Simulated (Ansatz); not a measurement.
F2GeH2Se (`[F][GeH]([F])[SeH]`). Total charge 0; spin multiplicity 1. Correlated methods include outer-core shells of Ge, Se, which these sets cover unevenly. Scalar relativity is left out up to krypton.

Z-matrix (Å, degrees):
```
Ge
F 1 1.725
Se 1 2.319 2 111.1
F 1 1.722 2 104.6 3 -113.1
H 1 1.529 2 107.0 3 130.6
H 3 1.470 1 90.6 2 75.4
```

(1) Give the diagnostics of a CCSD(T)/def2-TZVPP run (frozen core, the Gaussian-basis code of Ansatz). (Best estimate.)

## Answers

(1) The calculation gave: T1 = 0.0113, largest single amplitude 0.022, largest double 0.043, (T) share of the correlation energy 3.2 %, 9 CCSD cycles. The RHF solution is stable towards an unrestricted one. T1 lies under the customary mark of 0.02 for closed shells.
